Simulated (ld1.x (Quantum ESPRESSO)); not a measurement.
# Before and after: RRKJ potential for hafnium (Hf)

```json
{
  "Element": "Hf (Z = 72)",
  "Generator": "ld1.x (Quantum ESPRESSO) 7.5",
  "Type": "norm-conserving RRKJ (Kleinman–Bylander form)",
  "Functional": "BP86",
  "Relativity": "scalar-relativistic",
  "Frozen core": "[Xe] 4f14",
  "Valence charge": "4",
  "Reference configuration": "5d2 6s1.75 6p0.25",
  "Partial waves": "6p (bound): rc 4.20 bohr; 5d (bound): rc 2.30 bohr; 6s (bound): rc 2.30 bohr",
  "Local potential": "the s channel",
  "Core correction": "a·sin(br)/r model core, default radius (core density twice the valence density)"
}
```

Change: reference 5d2 6s0 6p0.

Cutoffs: the cutoffs (Ry, on a coarse ladder) from which the occupation-weighted sum of valence levels, in a spherical-Bessel basis at the reference potential, stays within 10 and 1 mRy of its value at 400 Ry; they do not see the model core or the augmentation charge, which bear on the density cutoff. Errors are all-electron minus pseudo energies relative to the spin-unpolarised reference configuration.

Task: What does the change do?

Result: The potential gets softer (21 Ry and 30 Ry → 21 Ry and 25 Ry); neither file shows a bound ghost.

```csv
quantity,base,changed
"cutoff, loose",21 Ry,21 Ry
"cutoff, tight",30 Ry,25 Ry
bound ghosts,none,none
"largest error over its own tests, meV",-36,-180
s: phases at 4.56 bohr within 0.05 rad from the reference energy up to (Ry; the scan ends near 5),0.5,-0.3
p: phases at 4.56 bohr within 0.05 rad from the reference energy up to (Ry; the scan ends near 5),1.2,0.4
d: phases at 4.56 bohr within 0.05 rad from the reference energy up to (Ry; the scan ends near 5),0.5,-0.4
```
